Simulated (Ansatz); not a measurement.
The molecule RuH+, multiplicity 3 (an upper state: multiplicity 5 came lower at CCSD(T)/def2-TZVPP on PBE0 minima). No spin–orbit coupling.

The constants come from a fifth-degree fit in 1/R (seven points, main isotopes). In def2 and cc sets the state is the lowest found near the PBE0 minimum, followed along R.

Programs: Ansatz (Gaussian orbitals).  In def2 rows elements past Kr take small-core potentials, without spin–orbit coupling.

| level | r_e (Å) | ω_e (cm⁻¹) | α_e (cm⁻¹) | ω_e x_e (cm⁻¹) |
|---|---|---|---|---|
| PBE/def2-TZVPP | 1.546 | 2133 | 0.20 | 41 |
| PBE0/def2-TZVPP | 1.534 | 2174 | 0.21 | 52 |
| wB97X-V/def2-TZVPP | 1.530 | 2226 | 0.19 | 44 |

Ansatz is an electronic-structure program.
